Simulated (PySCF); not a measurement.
## Calculated data, BFHO, AlH₃O, AlH₄O, AlBClH₃O

Computed with PySCF 2.14.0. Calculation on a computer-drawn molecule: optimised geometry and harmonic frequencies of an isolated molecule of the commonest isotopes, restricted reference for singlets and unrestricted otherwise, frozen core in MP2.

Common to all runs: multiplicity 1.

```yaml
- entry: 1
  formula: BFHO
  start_structure:
    atoms_angstrom:
      - [O, 1.9286, 0.6961, 1.4272]
      - [B, 1.4882, 0.0594, 0.4303]
      - [F, 2.2834, -0.3536, -0.6838]
      - [H, 0.3289, -0.3214, 0.2218]
  given:
    charge: -1
    method: MP2
    basis: aug-cc-pVDZ
    drawn_bonds_atom: [1, 2, 2]
    drawn_bonds_other_atom: [2, 3, 4]
    drawn_bonds_order: [1, 1, 1]
  results:
    optimised_atom_element: [O, B, F, H]
    "optimised_atom_x [angstrom]": [1.933, 1.479, 2.295, 0.3223]
    "optimised_atom_y [angstrom]": [0.7122, 0.0594, -0.3664, -0.3247]
    "optimised_atom_z [angstrom]": [1.455, 0.4344, -0.7126, 0.2185]
    "modes_frequency [cm^-1]": [504.8, 827.3, 876.0, 1090, 1498, 2394]
    "modes_reduced_mass [dalton]": [12.76, 9.547, 1.764, 1.101, 8.631, 1.093]
    "rotational_constants [GHz]": [80.26, 9.641, 8.607]
    "total_energy [hartree]": -200.2135
    "convergence_status_largest_gradient_component [hartree/bohr]": 5.744e-06
- entry: 2
  formula: AlH3O
  start_structure:
    atoms_angstrom:
      - [O, 0.0356, 1.0473, 0.3289]
      - [Al, -0.8612, -0.2632, 0.3042]
      - [H, 0.6278, 1.9141, 0.3869]
      - [H, -1.6672, -0.54, -0.9716]
      - [H, -0.9056, -1.1402, 1.534]
  given:
    charge: 0
    method: HF
    basis: "cc-pV(D+d)Z"
    drawn_bonds_atom: [1, 1, 2, 2]
    drawn_bonds_other_atom: [2, 3, 4, 5]
    drawn_bonds_order: [1, 1, 1, 1]
  results:
    optimised_atom_element: [O, Al, H, H, H]
    "optimised_atom_x [angstrom]": [0.02386, -0.8643, 0.5955, -1.732, -0.794]
    "optimised_atom_y [angstrom]": [1.226, -0.1999, 1.646, -0.642, -1.013]
    "optimised_atom_z [angstrom]": [0.06558, 0.2376, 0.6859, -0.995, 1.588]
    "modes_frequency [cm^-1]": [440.8, 511.3, 661.1, 671.5, 822.7, 900.7, 1997, 2028, 4226]
    "modes_reduced_mass [dalton]": [1.103, 1.062, 1.391, 1.176, 1.283, 3.044, 1.047, 1.038, 1.068]
    "rotational_constants [GHz]": [115.9, 14.35, 12.77]
    "total_energy [hartree]": -318.5731
    "convergence_status_largest_gradient_component [hartree/bohr]": 1.684e-05
- entry: 3
  formula: AlH3O
  start_structure:
    atoms_angstrom:
      - [O, 0.0239, 1.2264, 0.0656]
      - [Al, -0.8643, -0.1999, 0.2376]
      - [H, 0.5955, 1.6464, 0.6859]
      - [H, -1.7316, -0.642, -0.995]
      - [H, -0.794, -1.0129, 1.5883]
  given:
    charge: 0
    method: MP2
    basis: "cc-pV(D+d)Z"
    drawn_bonds_atom: [1, 1, 2, 2]
    drawn_bonds_other_atom: [2, 3, 4, 5]
    drawn_bonds_order: [1, 1, 1, 1]
  results:
    optimised_atom_element: [O, Al, H, H, H]
    "optimised_atom_x [angstrom]": [0.02303, -0.865, 0.586, -1.734, -0.7806]
    "optimised_atom_y [angstrom]": [1.251, -0.1997, 1.609, -0.6449, -0.9978]
    "optimised_atom_z [angstrom]": [0.02583, 0.2355, 0.7212, -0.9951, 1.595]
    "modes_frequency [cm^-1]": [450.8, 501.9, 643.8, 675.5, 785.6, 867.0, 1974, 2008, 3932]
    "modes_reduced_mass [dalton]": [1.101, 1.076, 1.165, 1.435, 1.282, 2.709, 1.041, 1.046, 1.067]
    "rotational_constants [GHz]": [112.1, 14.09, 12.51]
    "total_energy [hartree]": -318.8342
    "convergence_status_largest_gradient_component [hartree/bohr]": 1.615e-05
- entry: 4
  formula: AlH4O
  start_structure:
    atoms_angstrom:
      - [O, -0.6207, -2.0938, -0.029]
      - [Al, -0.0727, -1.2177, 1.3993]
      - [H, -0.9789, -2.5942, -0.7431]
      - [H, 0.8638, -2.2006, 2.2782]
      - [H, -1.4427, -0.8531, 2.2581]
      - [H, 0.6881, 0.1092, 0.8454]
  given:
    charge: -1
    method: HF
    basis: "aug-cc-pV(D+d)Z"
    drawn_bonds_atom: [1, 1, 2, 2, 2]
    drawn_bonds_other_atom: [2, 3, 4, 5, 6]
    drawn_bonds_order: [1, 1, 1, 1, 1]
  results:
    optimised_atom_element: [O, Al, H, H, H, H]
    "optimised_atom_x [angstrom]": [-0.4822, -0.09971, -1.026, 0.6855, -1.49, 0.8492]
    "optimised_atom_y [angstrom]": [-1.966, -1.21, -2.732, -2.286, -0.7494, 0.09323]
    "optimised_atom_z [angstrom]": [-0.2899, 1.278, -0.2616, 2.254, 2.043, 0.9856]
    "modes_frequency [cm^-1]": [70.46, 561.6, 609.9, 680.0, 757.0, 817.9, 843.8, 865.7, 1624, 1662, 1759, 4213]
    "modes_reduced_mass [dalton]": [1.058, 1.088, 1.202, 9.754, 1.101, 1.073, 1.11, 1.125, 1.047, 1.047, 1.017, 1.066]
    "rotational_constants [GHz]": [63.54, 11.96, 11.75]
    "total_energy [hartree]": -319.1813
    "convergence_status_largest_gradient_component [hartree/bohr]": 5.281e-06
- entry: 5
  formula: AlH4O
  start_structure:
    atoms_angstrom:
      - [O, -0.4822, -1.9662, -0.2899]
      - [Al, -0.0997, -1.2095, 1.2779]
      - [H, -1.0264, -2.7321, -0.2616]
      - [H, 0.6855, -2.2862, 2.254]
      - [H, -1.4895, -0.7494, 2.0429]
      - [H, 0.8492, 0.0932, 0.9856]
  given:
    charge: -1
    method: MP2
    basis: "aug-cc-pV(D+d)Z"
    drawn_bonds_atom: [1, 1, 2, 2, 2]
    drawn_bonds_other_atom: [2, 3, 4, 5, 6]
    drawn_bonds_order: [1, 1, 1, 1, 1]
  results:
    optimised_atom_element: [O, Al, H, H, H, H]
    "optimised_atom_x [angstrom]": [-0.4754, -0.09802, -1.035, 0.6838, -1.486, 0.8476]
    "optimised_atom_y [angstrom]": [-1.961, -1.205, -2.744, -2.282, -0.749, 0.09085]
    "optimised_atom_z [angstrom]": [-0.3219, 1.292, -0.2586, 2.262, 2.051, 0.9849]
    "modes_frequency [cm^-1]": [58.31, 530.4, 572.8, 622.6, 733.5, 785.5, 812.8, 828.1, 1640, 1676, 1750, 3883]
    "modes_reduced_mass [dalton]": [1.057, 1.091, 1.192, 10.5, 1.084, 1.071, 1.116, 1.115, 1.048, 1.047, 1.019, 1.066]
    "rotational_constants [GHz]": [63.14, 11.57, 11.35]
    "total_energy [hartree]": -319.4939
    "convergence_status_largest_gradient_component [hartree/bohr]": 3.794e-05
- entry: 6
  formula: AlBClH3O
  start_structure:
    atoms_angstrom:
      - [O, -0.1833, 2.4329, -0.2987]
      - [Al, -0.54, 1.1084, -1.2218]
      - [B, -0.8488, -0.7524, -0.1601]
      - [Cl, -0.6191, -0.557, 1.4775]
      - [H, 0.0271, 3.1855, 0.191]
      - [H, -0.634, 1.2646, -2.7182]
      - [H, -1.1173, -1.8526, -0.5366]
  given:
    charge: 0
    method: HF
    basis: "cc-pV(D+d)Z"
    drawn_bonds_atom: [1, 2, 3, 1, 2, 3]
    drawn_bonds_other_atom: [2, 3, 4, 5, 6, 7]
    drawn_bonds_order: [1, 1, 1, 1, 1, 1]
  results:
    optimised_atom_element: [O, Al, B, Cl, H, H, H]
    "optimised_atom_x [angstrom]": [-0.6825, -0.4258, -0.8995, 0.4358, -0.5098, 0.1491, -1.983]
    "optimised_atom_y [angstrom]": [2.564, 1.141, -0.6966, -1.698, 3.457, 1.226, -1.164]
    "optimised_atom_z [angstrom]": [-0.1429, -1.022, -0.01486, 0.6084, -0.3926, -2.494, 0.1903]
    "modes_frequency [cm^-1]": [36.59, 142.5, 180.9, 388.5, 497.4, 556.9, 579.9, 697.7, 756.9, 827.0, 897.5, 1110, 1979, 2722, 4220]
    "modes_reduced_mass [dalton]": [4.479, 4.407, 3.353, 1.215, 1.654, 1.146, 2.297, 1.5, 1.426, 5.474, 4.177, 1.285, 1.043, 1.092, 1.068]
    "rotational_constants [GHz]": [14.02, 1.613, 1.575]
    "total_energy [hartree]": -802.7925
    "convergence_status_largest_gradient_component [hartree/bohr]": 1.535e-05
```
